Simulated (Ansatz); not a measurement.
Reactions of C$_{2}$H$_{4}$FN, SMILES `C=NCF`.

Computed with Ansatz on PBE0-D4/def2-TZVP structures; ΔE is electronic, products minus reactants. CBS: MP2 limit from def2 TZ/QZ plus the TZ coupled-cluster correction, frozen cores. This one scheme is used for every species. One conformer a species, not always the lowest.

(1) Order these by ΔE at CCSD(T)/CBS, lowest first. (An estimate is asked.)
A. `C=NCF` + `CC(F)(F)CF` → `FCCC(F)(F)CF` + `C=N`
B. `C=NCF` + H₂ → `C=NC` + H–F
C. `C=NCF` + CH₃NH₂ → `C=NCNC` + H–F

Largest T1 diagnostic: 0.012, for `C=NCF`.

## Answers

(1) B (-84.6 kJ/mol), C (-20.6 kJ/mol), A (+14.5 kJ/mol).
